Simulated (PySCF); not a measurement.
## Dipole response of Te⁻ (tellurium, charge -1)

[Kr] 4d10 5s2 5p5, 2P determinant. All numbers are calculated (PySCF 2.14, scalar relativity through the core potential, in aug-cc-pV5Z-PP with ECP28MDF (8s8p6d4f3g2h, 139 functions)). Coupled (time-dependent) response in atomic units; α is the mean over directions.

```
method  mean α (bohr³)         α xx, yy, zz  C₆ (like pair)  S(−4)
  PBE0           97.16  77.63, 106.9, 106.9            1479   3424
```

S(−4) is the Cauchy moment in α(ω) = α(0) + S(−4) ω² + …

Spin-orbit coupling is absent.

α(iu) at PBE0:

```json
{"u (hartree)": "0", "α(iu) (bohr³)": "97.16"}
{"u (hartree)": "0.0500", "α(iu) (bohr³)": "89.65"}
{"u (hartree)": "0.100", "α(iu) (bohr³)": "74.67"}
{"u (hartree)": "0.200", "α(iu) (bohr³)": "49.06"}
{"u (hartree)": "0.300", "α(iu) (bohr³)": "33.58"}
{"u (hartree)": "0.500", "α(iu) (bohr³)": "18.35"}
{"u (hartree)": "0.750", "α(iu) (bohr³)": "10.49"}
{"u (hartree)": "1.00", "α(iu) (bohr³)": "6.879"}
{"u (hartree)": "1.50", "α(iu) (bohr³)": "3.751"}
{"u (hartree)": "2.00", "α(iu) (bohr³)": "2.442"}
{"u (hartree)": "3.00", "α(iu) (bohr³)": "1.330"}
{"u (hartree)": "5.00", "α(iu) (bohr³)": "0.5948"}
```

A single London oscillator, α(iu) = α/(1 + u²/ω²), gives C₆ = (3/4) ω α². Matching the computed C₆ needs ω = 4 × 1479 / (3 × 97.16²) = 0.209 hartree.

For an ion, C₆ is the dispersion term alone; charge-induced terms of lower order in 1/R come first.

The components differ because the open shell of this determinant is not spherical; for a pure term their mean is the scalar polarisability.

Energies and moments cover only the electrons outside the core potential. The outer electron is barely bound at this level, so radii and moments hang on the diffuse functions.
